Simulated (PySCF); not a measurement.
SMILES c1cc(CC(F)(F)F)ccc1 (GFN2-xTB optimised geometry):

```
18

F     -2.415    -1.432     2.167
C     -1.703    -2.336     1.480
F     -0.564    -2.526     2.160
F     -2.387    -3.492     1.558
C     -1.461    -1.918     0.040
C     -0.701    -0.617     0.000
C     -1.384     0.592     0.006
C     -0.685     1.786     0.006
C      0.699     1.782     0.003
C      1.384     0.579     0.000
C      0.687    -0.617     0.000
H     -0.899    -2.722    -0.440
H     -2.437    -1.823    -0.438
H     -2.464     0.598     0.015
H     -1.224     2.722     0.011
H      1.243     2.714     0.004
H      2.464     0.569     0.000
H      1.224    -1.554     0.004
```

Level of theory: PBE0/def2-SVP (PySCF 2.14.0).

What are the frontier orbital energies and the dipole moment?

HOMO-2 -9.88 eV, HOMO-1 -7.52 eV, HOMO -7.41 eV, LUMO -0.37 eV, LUMO+1 -0.29 eV; dipole moment 2.20 D.

Meta-Löwdin charges at PBE0/def2-SVP: F1 -0.27, C2 0.76, F3 -0.27, F4 -0.27, C5 -0.22, C6 0.00, C7 -0.11, C8 -0.10, C9 -0.10, C10 -0.10, C11 -0.11, H12 0.13, H13 0.13, H14 0.11, H15 0.11, H16 0.11, H17 0.11, H18 0.11.
